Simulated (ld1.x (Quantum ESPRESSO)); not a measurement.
Configuration tests for chlorine (TM)

```
Element                 : chlorine
Generator               : ld1.x (Quantum ESPRESSO) 7.5
Type                    : norm-conserving Troullier–Martins (Kleinman–Bylander form)
Functional              : BLYP
Relativity              : scalar-relativistic
Frozen core             : [Ne]
Valence charge          : 7
Reference configuration : 3s2 3p5
Partial waves           : 3s (bound): rc 1.40 bohr; 3p (bound): rc 1.45 bohr
Local potential         : all-electron potential smoothed inside 1.10 bohr (lloc = -1)
Core correction         : none
```

Energies are relative to the spin-unpolarised reference configuration 3s2 3p5; without spin polarisation the order of configurations can differ from experiment. The frozen-core shift is the all-electron ΔE with the core orbitals held at their reference shape minus the fully relaxed ΔE.

Give the all-electron excitation energy and the error of the potential for: 3s2 3p4; 3s2 3p3; 3s2 3p2; 3s2 3p1; 3s1 3p6; 3s2 3p4.5; 3s2 3p5.3.

```tsv
valence configuration	charge	ΔE all-electron (eV)	error AE − PS (meV)	frozen-core shift (meV)
3s2 3p4	+1	13.731	+4.8	+1.3
3s2 3p3	+2	39.028	+35	+8.6
3s2 3p2	+3	77.200	+125	+33
3s2 3p1	+4	129.349	+331	+95
3s1 3p6	0	12.144	-0.4	+0.2
3s2 3p4.5	+0.5	5.512	+0.6	+0.3
3s2 3p5.3	-0.3	-2.098	+0.5	-0.1
```

ld1.x printed “convergence not achieved” for 7 of the counted tests; their residual had stalled under 1e-8, short of the target of 1e-14. A variational frozen-core shift is positive and of second order in the change. This column holds negative values, so the frozen-core run of ld1.x carries numerical noise or an error of first order here, and the column gives no more than the rough size of the effect.
